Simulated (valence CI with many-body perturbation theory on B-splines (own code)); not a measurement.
Level structure of Co XV

Level of theory: relativistic CI+MBPT: three valence electrons over a frozen Dirac-Fock core [Ne], radial functions for each j: 11 s, 11 p, 10 d, 8 f, 5 g, 2 h, with the one-electron correlation potential Σ1 (screened to all orders), the two-electron term Σ2, the three-electron term Σ3, Breit, model QED; selected single and double excitations, second order for the rest, scaled by the run's own slope (own B-spline code, finite nucleus).

No measured spectrum was set against this ion. As an estimate, levels of excited configurations hold to 0.05 to 0.15 % of their energy, terms of the ground configuration to about 0.5 %.

Levels 91 to 135 of 173, with energies above the lowest level, 3s²3p ²P°_1/2. "Leading %" is the weight of the configuration and term that name the level; weights of strongly mixed levels are sums over their largest components and can fall short, so below about 35 % the name and the second component can differ from the true leading terms, or belong to a minority configuration. Lifetimes count E1, E2, E3, M1 and M2 decay at the calculated energies, and are blank where another channel may lead or the interval is too uncertain; long ones can be off by a factor of two.

| No. | Configuration | Term | J | E (cm⁻¹) | Leading % | Lifetime | g |
| --- | --- | --- | --- | --- | --- | --- | --- |
| 91 | 3p3d² | ²F° | 7/2 | 1504300 | 92 | 40.6 ps | 1.152 |
| 92 | 3p3d² | ²D° | 5/2 | 1508200 | 53 | 34.0 ps | 1.121 |
| 93 | 3p3d² | ⁴D° | 1/2 | 1515100 | 88 | 30.4 ps | 0.273 |
| 94 | 3p3d² | ²S° | 1/2 | 1517800 | 69 | 20.1 ps | 1.902 |
| 95 | 3p3d² | ⁴D° | 3/2 | 1520500 | 84 | 31.8 ps | 1.166 |
| 96 | 3p3d² | ⁴F° | 3/2 | 1524100 | 92 | 16.1 ps | 0.441 |
| 97 | 3p3d² | ⁴F° | 5/2 | 1524800 | 60 | 19.9 ps | 1.135 |
| 98 | 3p3d² | ⁴F° | 7/2 | 1525300 | 57 | 20.4 ps | 1.261 |
| 99 | 3p3d² | ²G° | 9/2 | 1527700 | 49 | 22.3 ps | 1.179 |
| 100 | 3p3d² | ⁴D° | 5/2 | 1528200 | 59 | 23.6 ps | 1.254 |
| 101 | 3p3d² | ⁴D° | 7/2 | 1533000 | 46 | 27.4 ps | 1.170 |
| 102 | 3p3d² | ²G° | 7/2 | 1535200 | 46 | 22.5 ps | 1.116 |
| 103 | 3p3d² | ⁴F° | 9/2 | 1536300 | 57 | 21.7 ps | 1.204 |
| 104 | 3p3d² | ⁴P° | 3/2 | 1540400 | 93 | 24.3 ps | 1.712 |
| 105 | 3p3d² | ⁴P° | 1/2 | 1543200 | 75 | 22.1 ps | 2.486 |
| 106 | 3p3d² | ⁴P° | 5/2 | 1548900 | 92 | 23.8 ps | 1.577 |
| 107 | 3p3d² | ²H° | 9/2 | 1553800 | 73 | 42.0 ps | 0.966 |
| 108 | 3p3d² | ⁴D° | 7/2 | 1563700 | 96 | 12.9 ps | 1.420 |
| 109 | 3p3d² | ⁴D° | 3/2 | 1563800 | 93 | 12.6 ps | 1.193 |
| 110 | 3p3d² | ⁴D° | 5/2 | 1563900 | 93 | 12.8 ps | 1.367 |
| 111 | 3p3d² | ⁴D° | 1/2 | 1564400 | 97 | 12.5 ps | 0.017 |
| 112 | 3p3d² | ²H° | 11/2 | 1565700 | 99 | 53.3 ps | 1.090 |
| 113 | 3p3d² | ²P° | 3/2 | 1575600 | 90 | 12.7 ps | 1.307 |
| 114 | 3p3d² | ²P° | 1/2 | 1584500 | 96 | 12.9 ps | 0.651 |
| 115 | 3p3d² | ⁴S° | 3/2 | 1597700 | 96 | 9.28 ps | 1.991 |
| 116 | 3p3d² | ²F° | 5/2 | 1603400 | 93 | 15.6 ps | 0.877 |
| 117 | 3p3d² | ²F° | 7/2 | 1606700 | 97 | 18.5 ps | 1.140 |
| 118 | 3s²4s | ²S | 1/2 | 1612300 | 96 | 2.85 ps | 2.002 |
| 119 | 3p3d² | ²D° | 3/2 | 1619900 | 91 | 12.7 ps | 0.830 |
| 120 | 3p3d² | ²D° | 5/2 | 1626500 | 91 | 12.8 ps | 1.178 |
| 121 | 3p3d² | ²P° | 1/2 | 1628900 | 97 | 22.2 ps | 0.665 |
| 122 | 3p3d² | ²F° | 7/2 | 1641500 | 74 | 13.8 ps | 1.082 |
| 123 | 3p3d² | ²P° | 3/2 | 1644100 | 94 | 22.2 ps | 1.322 |
| 124 | 3p3d² | ²F° | 5/2 | 1650000 | 97 | 15.7 ps | 0.858 |
| 125 | 3p3d² | ²G° | 9/2 | 1652400 | 98 | 13.3 ps | 1.111 |
| 126 | 3p3d² | ²G° | 7/2 | 1657100 | 75 | 13.7 ps | 0.949 |
| 127 | 3p3d² | ²D° | 5/2 | 1691600 | 97 | 11.2 ps | 1.200 |
| 128 | 3p3d² | ²D° | 3/2 | 1692400 | 94 | 10.9 ps | 0.812 |
| 129 | 3p3d² | ²P° | 1/2 | 1712800 | 96 | 9.28 ps | 0.665 |
| 130 | 3p3d² | ²P° | 3/2 | 1715600 | 94 | 9.22 ps | 1.323 |
| 131 | 3s²4p | ²P° | 1/2 | 1735200 | 95 | 11.1 ps | 0.665 |
| 132 | 3s²4p | ²P° | 3/2 | 1743400 | 94 | 11.3 ps | 1.334 |
| 133 | 3s3p4s | ⁴P° | 1/2 | 1861400 | 97 | 3.61 ps | 2.641 |
| 134 | 3s3p4s | ⁴P° | 3/2 | 1868200 | 95 | 3.58 ps | 1.720 |
| 135 | 3s3p4s | ⁴P° | 5/2 | 1883300 | 99 | 3.64 ps | 1.600 |

Names give the largest LS component (configuration and term), which can be under half, so a name can repeat, a term be missing and a line seem to break the LS rules; names also repeat where a configuration has a term twice.

Where two levels of one J and parity lie close, their mixing, g and order are uncertain.
